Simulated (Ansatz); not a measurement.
```xyz
11

O     1.291    0.222    0.457
C     0.214   -0.317    0.420
Si   -0.280   -1.772    1.582
S    -1.058    0.184   -0.735
Si    0.106    1.753   -1.655
H    -0.627   -2.942    0.739
H    -1.466   -1.354    2.370
H     0.875   -2.064    2.462
H     0.451    2.792   -0.660
H    -0.816    2.307   -2.677
H     1.311    1.191   -2.303
```

Charge 0, multiplicity 1.

Question: List the r2SCAN/def2-TZVPP orbital energies in eV (the Gaussian-basis code of Ansatz). (Estimate.)

Answer: The calculation gave: Occupied: -2409.51, -1791.66, -1791.48, -516.34, -276.27, -213.96, -158.03, -157.93, -157.87, -142.09, -141.97, -96.99, -96.92, -96.91, -96.84, -96.81, -96.81, -28.29, -19.98, -15.82, -13.90, -12.91, -11.61, -11.13, -11.04, -9.33, -9.31, -9.13, -8.89, -8.41, -7.04, -6.38. Lowest empty: -2.47, -0.98, -0.36, 0.36, 0.53, 0.73, 1.25, 1.33.
